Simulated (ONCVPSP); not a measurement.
## Varying the ONCV potential for cadmium

Base potential:

ONCVPSP 4.0.1 input, shortened (lines: element, Z, core and valence counts, functional; n l f; lmax; l rc ep ncon nbas qcut; lloc lpopt rc5 dvloc0; l nproj debl; icmod fcfact rcfact), BLYP, scalar-relativistic:

```
  Cd 48.00    6    4  -106131      upf
    1    0    2.00
    2    0    2.00
    2    1    6.00
    3    0    2.00
    3    1    6.00
    3    2   10.00
    4    0    2.00
    4    1    6.00
    4    2   10.00
    5    0    2.00
    2
    0    1.55    0.00    4    7    6.80
    1    1.40    0.00    5    9   11.30
    2    1.35    0.00    4    9   11.30
    4    5    0.85    4.00
    0    2    3.20
    1    1    2.50
    2    2    1.60
    3    1.75    1.10
```

Cutoffs, loose and tight: the cutoffs (Ha) at which the residual kinetic energy of the hardest occupied pseudo-wave falls to 1 and 0.1 mHa per electron. They do not see the model core or the augmentation charge, which bear on the density cutoff. Test errors are all-electron minus pseudo excitation energies from the reference, over the configurations 4s2 4p6 4d10 5s1; 4s2 4p6 4d10 5s0; 4s2 4p6 4d9 5s0; 4s2 4p6 4d10 5s1.5. A dash means not determined; rows that change the core or the reference have their own tests.

```tsv
change	outcome	cutoff, loose	cutoff, tight	bound ghosts	GHOST(+) flags above zero	largest test error (meV)
base	generated	44 Ha	52 Ha	none	s	-13
p: rc 1.1	generated	53 Ha	64 Ha	none	s	-13
p: rc 1.72	generated	39 Ha	46 Ha	none	s	-12
p: rc 1.84	generated	39 Ha	46 Ha	none	s	-12
p: rc 2.02	generated	39 Ha	46 Ha	none	s	-10
```

Task: What comes out with this change to the base: p: rc 0.98?

Result: outcome: generated; cutoff, loose: 55 Ha; cutoff, tight: 65 Ha; bound ghosts: none; GHOST(+) flags above zero: s; largest test error (meV): -13.

Task: What comes out with this change to the base: p: rc 1.54?

Result: outcome: generated; cutoff, loose: 39 Ha; cutoff, tight: 47 Ha; bound ghosts: none; GHOST(+) flags above zero: s; largest test error (meV): -12.

Task: What comes out with this change to the base: p: rc 1.32?

Result: outcome: generated; cutoff, loose: 46 Ha; cutoff, tight: 54 Ha; bound ghosts: none; GHOST(+) flags above zero: s; largest test error (meV): -13.

Reading the sweep of the p radius (base included, trends over the rows without a ghost): The loose cutoff falls from 55 Ha at 0.98 to 39 Ha at 2.02 bohr. A larger radius leaves more room for a smooth pseudo-wave, so fewer plane waves are needed; a smaller one forces it to follow the all-electron wave where it bends sharply. The median size of the test errors (rows with all tests solved) stays near 5.3 meV.
